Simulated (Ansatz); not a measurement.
Born–Oppenheimer molecular dynamics of F3H3OSi2 (9 atoms, charge 0, multiplicity 1). It starts from a relaxed structure.

Computed with RKS PBE0-D4/def2-SVP in Ansatz.

| Item | Value |
| --- | --- |
| ensemble | NVE (velocity Verlet) |
| time step | 1 fs |
| steps asked | 300 |
| starting velocities drawn for | 100 K |
| seed | 343314 |

First frame:

```xyz
9
Properties=species:S:1:pos:R:3
Si 0.010 -0.013 -0.095
O -0.386 -0.152 1.451
Si -1.407 -0.423 2.745
H -2.565 -1.244 2.292
H -0.636 -1.147 3.791
H -1.879 0.890 3.262
F 1.589 0.119 -0.254
F -0.661 1.275 -0.755
F -0.466 -1.286 -0.932
```

(1) How far do the bonds stretch over the last three quarters of this one trajectory? (Pairs bonded in most of those frames.)

Answers

(1) 
```csv
bond,mean (Å),spread (Å),shortest,longest
Si1–O2,1.603,0.008,1.59,1.62
Si1–F7,1.593,0.010,1.57,1.61
Si1–F8,1.596,0.011,1.58,1.61
Si1–F9,1.596,0.010,1.58,1.61
O2–Si3,1.671,0.013,1.64,1.69
Si3–H4,1.491,0.008,1.48,1.50
Si3–H5,1.488,0.005,1.48,1.50
Si3–H6,1.491,0.041,1.43,1.55
```

Mean temperature of the second half: 51 K. The conserved energy stayed within 0.2 meV per atom of its start (net change 0.021 meV per atom), so the integration is sound. Over the second half the temperature averaged 0.51 of the 100 K drawn at the start: a run that starts near a minimum puts about half its kinetic energy into the potential. A run of 0.3 ps of so small a system gives no equilibrium averages.

The run took 6.9 min on 2 threads of Intel(R) Xeon(R) 6975P-C (Granite Rapids), on a shared host, peak memory 0.26 GiB.
